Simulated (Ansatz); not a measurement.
ClF₂H₂NSn, SMILES `[NH2][Sn]([F])([F])[Cl]`, 7 atoms. Total charge 0; spin multiplicity 1. Correlated methods include outer-core shells of Sn, which these sets cover unevenly. Sn takes the def2 core potential. All runs use 4 threads of an Arm Neoverse V2 on a shared host. Correlated methods freeze the cores.

Task: Give the basis size and wall time and peak host memory of each of these runs in Ansatz. RKS ωB97M-V/def2-QZVPP energy; RHF-CCSD(T)/def2-SVP energy; RKS PBE0-D4/def2-SVP energy; RKS PBE0-D4/def2-QZVPP energy; RKS r2SCANh-D4/def2-TZVPP energy; RKS PBE-QIDH (frozen core)/def2-TZVPP energy; RHF-CCSD(T)/def2-TZVPP energy; RKS ωB97M-V/def2-SVP energy; RKS BHLYP-D4/def2-TZVPP energy; RKS LC-ωPBE/def2-TZVPP energy; RKS PBE0-D4/def2-TZVP frequencies; RHF-MP2/def2-QZVPP energy. (Best estimate.)

Result: Computed: Other jobs shared the machine, so times are rough.

```csv
level,job,functions,wall time,peak host memory (GiB)
RKS PBE0-D4/def2-SVP,energy,96,0.9 s,0.2
RKS LC-ωPBE/def2-TZVPP,energy,213,1.9 s,0.35
RKS BHLYP-D4/def2-TZVPP,energy,213,2.2 s,0.55
RKS r2SCANh-D4/def2-TZVPP,energy,213,3.7 s,0.54
RKS ωB97M-V/def2-SVP,energy,96,3.8 s,0.3
RKS PBE-QIDH (frozen core)/def2-TZVPP,energy,213,4 s,0.54
RHF-CCSD(T)/def2-SVP,energy,96,4.5 s,0.43
RKS PBE0-D4/def2-QZVPP,energy,383,5.5 s,1.3
RHF-MP2/def2-QZVPP,energy,383,11 s,1.6
RKS ωB97M-V/def2-QZVPP,energy,383,13 s,1.5
RKS PBE0-D4/def2-TZVP,frequencies,192,83 s,0.5
RHF-CCSD(T)/def2-TZVPP,energy,213,2.1 min,3.6
```

LC-ωPBE has ω = 0.4 bohr⁻¹.
